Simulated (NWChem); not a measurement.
System: C3H3, doublet; SMILES [CH]=C=C

Program: NWChem. Spin-unrestricted. In the optimisation the excess spin sits in b1 (C2v, its own frame). All runs use the structure optimised with PBE-D3(BJ)/def2-SVP, spin-unrestricted. No stability test was run on the SCF state. Level MN15/def2-SVP: energy and gradient on several grids; changes count from the extra-fine grid, which is no exact limit either.

Problem. Which is the coarsest grid (xfine; coarse; xcoarse; medium; fine) from which on the energy stays within 500 μHa and each gradient component within 500 μHa/bohr of xfine?

Solution. coarse.
```
grid     size of the energy change (μHa)  largest change of a gradient component (μHa/bohr)
-------  -------------------------------  -------------------------------------------------
xcoarse                             4000                                               2000
coarse                                40                                                100
medium                              < 10                                               < 30
fine                                < 10                                               < 30
xfine                               < 10                                               < 30
```
